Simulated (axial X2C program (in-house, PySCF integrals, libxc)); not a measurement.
# Low determinants of SrSi⁺ at the PBE0 level, two-component

All values were computed with an in-house relativistic program for diatomic molecules. Two-component (2c) means X2C with spin–orbit coupling and atomic mean-field two-electron Coulomb and Gaunt terms. Basis: Sr dyall-cv3z [13s12p8d5f1g], Si dyall-v3z [8s7p2d1f] (cores contracted in-house); Gaussian nuclei, density fitting, unrestricted open shells. Masses: Sr 87.906 u, Si 27.977 u.

Search at 2.798 Å (vertical energies from the lowest determinant):

```tsv
ΔE (eV)	state	electrons beyond evenly filled partner blocks	electrons in ±ω = 1/2, 3/2, 5/2, 7/2
0.00	Ω = 3/2	ω = 3/2	36 13 2 0
0.51	Ω = 1/2	2 × ω = -1/2, ω = 3/2	36 13 2 0
0.76	Ω = 1/2	ω = 1/2	37 12 2 0
0.99	Ω = 5/2	2 × ω = 1/2, ω = 3/2	36 13 2 0
1.01	Ω = 1/2	ω = 1/2	35 14 2 0
3.41	Ω = 5/2	ω = 5/2	36 12 3 0
3.41	Ω = 7/2	ω = 1/2, 2 × ω = 3/2	35 14 2 0
```

Lowest determinant, Ω = 3/2 (⟨Sz⟩ = 1.50, ⟨Lz⟩ = 0.00 at PBE0): Re = 2.790 Å, ωe = 277.9 cm⁻¹.

The determinant in row 2 of the search, Ω = 1/2 (⟨Sz⟩ = 0.50, ⟨Lz⟩ = 0.00 at PBE0), was followed along the bond at PBE0; measured from the minimum of the lowest determinant it gives:

Te = 0.509 eV (4107 cm⁻¹), Re = 2.793 Å, ωe = 267.4 cm⁻¹.

Question: Compare the bond of the determinant in row 2 with that of the lowest one.

Answer: At PBE0 its Re is 0.003 Å longer and its force constant, which goes as ωe², is 0.93 times that of the lowest determinant. This determinant mixes spin states, so it has no term energy of its own.

The search compares states at one distance, so a state with another bond length can lie lower; it is not exhaustive and yields mostly the lowest determinant of each block pattern, so other components and higher states of one pattern are missing. These are energies of single determinants, not of spin-adapted states; PBE0 term energies can be off by some tenths of an eV, and the functional has no current term. The lowest determinant need not be the ground state where others lie within half an eV.
